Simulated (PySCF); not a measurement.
Compound: C6H13NSi2.
SMILES with atom numbers: `[CH3:1][C:2]#[C:3][Si@@:4]1([CH2:5][SiH3:6])[CH2:7][CH2:8][NH:9]1`

Cartesian coordinates in Å at the GFN2-xTB level; atoms count from 1:
```
atom  x, y, z in Å
C1     4.127   -0.884    0.984
C2     2.754   -0.612    0.622
C3     1.609   -0.386    0.316
Si4   -0.162   -0.011   -0.094
C5    -0.313    1.831   -0.524
Si6   -2.082    2.502   -0.654
C7    -1.010   -1.381   -1.123
C8    -1.811   -1.744    0.131
N9    -1.386   -0.623    0.953
H10    4.795   -0.207    0.452
H11    4.261   -0.743    2.057
H12    4.386   -1.911    0.727
H13    0.217    2.006   -1.460
H14    0.231    2.391    0.234
H15   -2.823    1.804   -1.708
H16   -2.775    2.364    0.628
H17   -2.027    3.929   -1.001
H18   -1.638   -1.053   -1.944
H19   -0.373   -2.185   -1.475
H20   -2.896   -1.747   -0.015
H21   -1.514   -2.711    0.551
H22   -1.580   -0.611    1.940
```

Probes without a nucleus sit at each ring's centroid and 1 Å off its mean plane on both sides; NICS is minus the shielding there, NICSzz its component along the normal. Level: GIAO PBE0/pcSseg-1 (PySCF, non-relativistic, gas phase) on the GFN2-xTB geometry, one conformer.

Ring bond lengths (Å), with Mayer bond orders in brackets: Si4–C7 1.912 (0.88), C7–C8 1.531 (1.02), C8–N9 1.453 (0.96), N9–Si4 1.723 (1.01).

Q: What do the NICS probes read (ppm)?

A: 
```csv
ring,type,NICS(0),"NICS(1), two faces","NICS(1)zz, two faces",rms pucker (Å),"centre to ring atoms, mean (Å)"
Si4–C7–C8–N9,4-membered ring with N and Si; formal bonds all single,-4.2,-1.6 / -0.5,0.0 / 1.1,0.05,1.17
```

Q: What can be read from them?

A: 
- Si4–C7–C8–N9: mean NICS(1)zz 0.6 ppm, near zero. Si4, C7, C8 have four or more neighbours, and the NICS criterion for π rings isn't applied.

Q: Give the inner angles of the rings and the Hirshfeld charges of the ring atoms.

A: 
- Si4–C7–C8–N9: Si4 75.9° (+0.430 e), C7 87.8° (-0.168 e), C8 97.3° (-0.027 e), N9 98.0° (-0.250 e); sum 359.0° against 360° for a flat convex ring.

Q: How shielded are the nuclei of the rings and their hydrogens (means over atoms taken as equivalent)?

A: 
```
atoms                   environment  σ isotropic (ppm)
  Si4       four-coordinate silicon              360.2
   C7   sp3 carbon bound to silicon              168.8
   C8  sp3 carbon bound to nitrogen              140.7
   N9        silicon-bound nitrogen              217.5
  H18            methylene hydrogen              29.98
  H19            methylene hydrogen              30.22
  H20            methylene hydrogen              27.99
  H21            methylene hydrogen              27.91
  H22                  N–H hydrogen              31.20
```
